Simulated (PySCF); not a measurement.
Relaxation of quartet NiH3

Level of theory: UPBE0 in PySCF with Ni def2-TZVP, H def2-TZVP; no relativity; density-fitted integrals. A (50,194) grid was used.

A hand-made trigonal planar start, of D3h symmetry, held to at least that symmetry:

Coordinates in bohr (charge 0 multiplicity 4):
```
Ni    0.0000    0.0000    0.0000
H     2.6835    0.0000    0.0000
H    -1.3417    2.3240    0.0000
H    -1.3418   -2.3239    0.0000
```

Optimiser trace:
```json
{"step": "0", "E − E(last) (kJ/mol)": "36.88", "largest gradient (Eh/bohr)": "0.04045"}
{"step": "1", "E − E(last) (kJ/mol)": "10.51", "largest gradient (Eh/bohr)": "0.01964"}
{"step": "2", "E − E(last) (kJ/mol)": "0.77", "largest gradient (Eh/bohr)": "0.00489"}
{"step": "3", "E − E(last) (kJ/mol)": "0.02", "largest gradient (Eh/bohr)": "0.00077"}
{"step": "4", "E − E(last) (kJ/mol)": "0.00", "largest gradient (Eh/bohr)": "0.00004"}
```

It ends at D3h with Ni–H 1.556 Å (×3); H–Ni–H 120.0° (×3). A frequency run shows a minimum. Other isomers or separated fragments may lie lower.

Final geometry:
```xyz
4
charge 0 multiplicity 4, angstrom
Ni    0.0000    0.0000    0.0000
H     1.5561    0.0000    0.0000
H    -0.7780    1.3476    0.0000
H    -0.7780   -1.3476    0.0000
```

Other spin states or occupations of the open shell can lie lower. At this level a doublet minimum of C2v symmetry lies 204 kJ/mol below this structure.

The relaxation took about 26 core-seconds on a shared host.
